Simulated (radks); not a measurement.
Question: Valence configurations of Nb+ (all share [Kr]). All-electron calculation, non-relativistic Kohn-Sham, TPSS, spin-unpolarised, spherical densities, point nucleus; meta-GGA in the generalised Kohn-Sham scheme; relativity is left out, which matters for an element this heavy. Program: a radial shooting solver on a logarithmic mesh with Libxc functionals. Order these by energy: 4d1 5s1 5p2; 5p4; 4d3.5 5p0.5; 4d2.5 5s1 5p0.5; 4d3.5 5s0.5; 4d3 5s1; 4d2 5p2; 4d4; 4d3 5p1; 4d3 5s0.5 5p0.5.

Answer: From the lowest, in eV above it: 4d4 0.000; 4d3.5 5s0.5 0.427; 4d3 5s1 1.131; 4d3.5 5p0.5 2.177; 4d3 5s0.5 5p0.5 2.980; 4d2.5 5s1 5p0.5 4.067; 4d3 5p1 4.838; 4d2 5p2 11.615; 4d1 5s1 5p2 16.030; 5p4 31.824. NIST lists [Kr] 4d4 as the ground configuration; this level of theory agrees among the configurations tried. The energies are those of spherical spin-averaged densities, not of single terms. Relativity is left out, which favours d and f over s occupation in heavy atoms.
